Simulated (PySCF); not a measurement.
Part of a log for `[BH3-][N+]#CCOC(F)(F)F`: ground state, then the species with a core hole.

Computed, not measured: PySCF 2.14.0, delta-SCF UKS SCAN, pcX-2 on the ionised atom, pcseg-1 elsewhere, spin-free X2C. The program numbers atoms from 0. The cycles run on a coarse integration grid; for E(ground) and E(ion) the exchange–correlation energy is redone on a finer one, so they differ from the last cycle, and only they enter the binding energy.

Coordinates (Å, PBE0-D3(BJ)/def2-SVP):
```
B      3.320421     0.059624     0.042983
N      1.805919     0.151471    -0.083941
C      0.662203     0.223963    -0.183392
C     -0.776518     0.353008    -0.356503
O     -1.426814    -0.392956     0.647824
C     -2.769826    -0.467119     0.529779
F     -3.231527    -1.141718     1.553474
F     -3.325304     0.745523     0.512493
F     -3.128504    -1.078796    -0.599613
H      3.731762     1.202066    -0.106716
H      3.687678    -0.708233    -0.833774
H      3.523968    -0.367314     1.171168
H     -1.045901     1.422053    -0.296519
H     -1.040488    -0.015390    -1.363711
```

```
ground state, core basis on atom 3 (C), 182 functions
  cycle   1  E = -571.74948675  |g| = 6.01e-02
  cycle   2  E = -571.74873170  |g| = 6.13e-02
  cycle   3  E = -571.74872982  |g| = 6.16e-02
  cycle   4  E = -571.74961053  |g| = 4.29e-03
  cycle   5  E = -571.74961551  |g| = 9.06e-04
  cycle   6  E = -571.74961510  |g| = 1.45e-04
  E(ground) = -571.75358484 Eh
hole in C 1s of atom 3
  cycle   1  E = -560.33950247  |g| = 1.51e+00
  cycle   2  E = -553.61007711  |g| = 3.36e+00
  cycle   3  E = -560.13981042  |g| = 1.13e+00
  cycle   4  E = -560.67712405  |g| = 7.18e-01
  cycle   5  E = -560.70477564  |g| = 5.21e-01
  cycle   6  E = -560.88644336  |g| = 1.25e-01
  cycle   7  E = -560.89674097  |g| = 4.97e-02
  cycle   8  E = -560.89798437  |g| = 2.66e-02
  cycle   9  E = -560.89825722  |g| = 6.80e-03
  cycle  10  E = -560.89828998  |g| = 3.58e-03
  cycle  11  E = -560.89830467  |g| = 2.09e-03
  cycle  12  E = -560.89830945  |g| = 1.46e-03
  cycle  13  E = -560.89831298  |g| = 6.85e-04
  cycle  14  E = -560.89831373  |g| = 3.62e-04
  E(ion) = -560.90216581 Eh   <S^2> = 0.7752   hole on atom = 1.000
```

**Question.** What is the C 1s binding energy of atom 3?

**Answer.** (-560.902166 − (-571.753585)) Eh × 27.2114 eV/Eh = 295.28 eV, for the sp3 carbon bound to oxygen.

Isolated species at its PBE0-D3(BJ)/def2-SVP geometry (one conformer only).

Conformer computed: `[BH3-:1][N+:2]#[C:3][CH2:4][O:5][C:6]([F:7])([F:8])[F:9]`: C3–C4–O5–C6 -174°, C4–O5–C6–F7 -178°.
Labels such as C1 count atoms from 1, the log's own numbers from 0.
